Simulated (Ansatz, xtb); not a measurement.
**C5H6BrN: which of two isomers lies lower**

Structure I: `Cc1c[nH]cc1Br`, a singlet. Structure II: `Cc1ccc(Br)[nH]1`, a singlet. Both are isolated molecules in the gas phase, relaxed with PBE-D3(BJ)/def2-SVP.

Task: Which of the two would you expect CCSD(T)/def2-SVP + ΔMP2/def2-TZVPP electronic energies to favour?

Result: CCSD(T)/def2-SVP + ΔMP2/def2-TZVPP gives E(II) − E(I) = +0.43 kcal/mol, slightly favouring structure I, which is too small a margin to settle the true order.

Level by level:

| level | geometry | E(II) − E(I) (kcal/mol) | departure from the last row (kcal/mol) | job, with rough time for the two |
| --- | --- | --- | --- | --- |
| GFN2-xTB | GFN2-xTB | −0.69 | −1.11 | optimisation, 0.12 s |
| HF/STO-3G | GFN2-xTB | −1.37 | −1.80 | single point, 0.5 s |
| r2SCAN-D4/def2-SVP | GFN2-xTB | +0.03 | −0.39 | single point, 3.3 s |
| PBE-D3(BJ)/def2-SVP | PBE-D3(BJ)/def2-SVP | −0.10 | −0.52 | optimisation, 15 s |
| HF/def2-SVP | PBE-D3(BJ)/def2-SVP | 0.00 | −0.42 | part of the CCSD(T) run |
| MP2/def2-SVP | PBE-D3(BJ)/def2-SVP | +0.55 | +0.13 | part of the CCSD(T) run |
| CCSD(T)/def2-SVP | PBE-D3(BJ)/def2-SVP | +0.57 | +0.14 | single point |
| CCSD(T)/def2-SVP + ΔMP2/def2-TZVPP | PBE-D3(BJ)/def2-SVP | +0.43 |  | single point, 60 s |

As drawn, both hold the same kinds of bond in the same numbers.

The largest departure from CCSD(T)/def2-SVP + ΔMP2/def2-TZVPP is that of HF/STO-3G, 1.80 kcal/mol. The last row adds to CCSD(T) the change of the MP2 difference between the two basis sets, here −0.14 kcal/mol.

With thermal terms from frequencies at re-optimised GFN2-xTB minima (ideal gas, soft modes damped towards free rotors, one conformer each, 298.15 K, 1 atm): the zero-point term adds 0.00 kcal/mol; ΔH is +0.41 and ΔG +0.46 kcal/mol.

The correlated steps freeze 15 core orbitals; the filled d shell of Br is correlated, in a basis made for valence electrons. Programs: Ansatz 0.2.0, xtb 6.7.1; the last row on 2 threads of Intel(R) Xeon(R) 6975P-C (Granite Rapids) on a shared host.
